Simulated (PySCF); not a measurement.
A species of formula C7H6O2 has this rotational fingerprint, computed with PBE0/pcSseg-1 in PySCF (dipole) on a GFN2-xTB geometry, gas phase:

* Rotational constants: A = 2603, B = 1121, C = 783.8 MHz
* Dipole components: |μa| = 2.30 D, |μb| = 0.03 D, |μc| = 0.03 D
* Inertial defect: -0.10 u·Å²
* κ: -0.63

Question: Which structure is it? (One computed conformer of each.)
A. `[CH:1]#[C:2][c:3]1[c:4]([O:5][CH2:6][CH3:7])[c:8]1=[O:9]` with C3–C4–O5–C6 3°, C4–O5–C6–C7 75°
B. `[CH3:1][C:2]#[C:3][c:4]1[cH:5][cH:6][c:7]([OH:8])[o:9]1` with C6–C7–O8–H 180°
C. `CC#CC1=COC=CO1`
D. `[CH:1]#[C:2][C:3]1=[CH:4][CH2:5][C@H:6]1[O:7][CH:8]=[O:9]` with C5–C6–O7–C8 -141°, C6–O7–C8–O9 1°
E. `[CH2:1]=[C:2]=[C:3]=[C:4]([CH:5]=[CH2:6])[C:7](=[O:8])[OH:9]` with C3–C4–C5–C6 179°, C3–C4–C7–O8 -178°, C4–C7–O9–H 180°

Answer: E. It is C=C=C=C(C=C)C(=O)O, an asymmetric top. The candidates at the same level (rigid rotor, commonest isotopes):

```tsv
SMILES	A (MHz)	B (MHz)	C (MHz)	μa (D)	μb (D)	μc (D)	Δ (u·Å²)	point group	rotor
C=C=C=C(C=C)C(=O)O	2603	1121	783.8	2.30	0.03	0.03	-0.10	–	asymmetric top
CC#Cc1ccc(O)o1	5589	781.4	688.5	1.10	0.75	0.01	-3.17	–	near-prolate asymmetric top
C#Cc1c(OCC)c1=O	1887	1387	856.9	5.11	3.38	0.62	-42.35	C1	asymmetric top
CC#CC1=COC=CO1	5433	845.9	735.3	0.93	0.07	0.01	-3.17	–	near-prolate asymmetric top
C#CC1=CC[C@H]1OC=O	2246	1370	928.0	1.38	1.48	1.01	-49.26	C1	asymmetric top
```

`CC#Cc1ccc(O)o1` has A 115 % too high; `CC#CC1=COC=CO1` has A 109 % too high; `C#CC1=CC[C@H]1OC=O` has B 22 % too high; `C#Cc1c(OCC)c1=O` has A 27 % too low. No structure here is proved a minimum.
